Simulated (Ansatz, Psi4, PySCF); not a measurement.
C2H6Mg, charge -1, doublet, geometry from GFN2-xTB (such geometries of metal compounds can be far from the true shape) (a state made from the parent by changing its charge; the spin is typed, not shown lowest) (in this run its highest filled SCF level lies above zero, so its values depend strongly on the basis, on diffuse functions most of all), atoms displaced at random by about 0.03 Å a coordinate. Base run: PBE0/STO-3G, gradient in PySCF.

The PySCF input:
```python
from pyscf import gto, scf, dft

mol = gto.M(
    atom='''
Mg   -0.02624716   -0.01996987    0.01261799
C     1.76691921    0.29143302   -1.40177640
H     2.51279250   -0.44392432   -1.41845357
H     2.31559975    1.21510143   -1.26505043
H     1.48091189    0.26097264   -2.50816753
C    -1.73659592   -0.26668722    1.42593280
H    -2.38250306   -1.15206345    1.25899857
H    -2.51843567    0.55313251    1.38319784
H    -1.47680892   -0.28013473    2.52700594
''',
    basis='sto-3g',
    charge=-1,
    spin=1,
    verbose=3,
)

mf = dft.UKS(mol)
mf.xc = 'pbe0'
mf.kernel()
g = mf.nuc_grad_method()
grad = g.kernel()
```

Programs used: Ansatz (a first-principles code), Psi4, PySCF; a row that names a program was run with it.

The coordinate followed is x of atom 9.

Variants of this job, named by their change:

| change | dE/dx (Eh/bohr) | net force (Eh/bohr) |
|---|---|---|
| base | 0.005013 | 0.000011 |
| grids.level = 0; grid_response = on | 0.005192 | 0.000000 |
| grids.level = 1; grid_response = on | 0.005020 | 0.000000 |
| grid_response = on | 0.005012 | 0.000000 |
| code = psi4 | 0.005014 | 0.000002 |
| grids.level = 5; grid_response = off | 0.005012 | 0.000004 |
| finite difference step (bohr) = 1e-4; conv_tol = 1e-11 | 0.005012 | - |
| finite difference step (bohr) = 1e-5; conv_tol = 1e-11 | 0.005012 | - |
| density fitting = on; auxbasis_response = off | 0.004997 | 0.000201 |
| conv_tol = 1e-6 | 0.005007 | 0.000011 |
| code = ansatz | 0.005012 | 0.000000 |
| finite difference step (bohr) = 0.2; conv_tol = 1e-11 | 0.005439 | - |

The net force is zero for an exact gradient.

Open shells are given as the SCF converged; they aren't shown to be the lowest states, and a large step between rows can be another state.
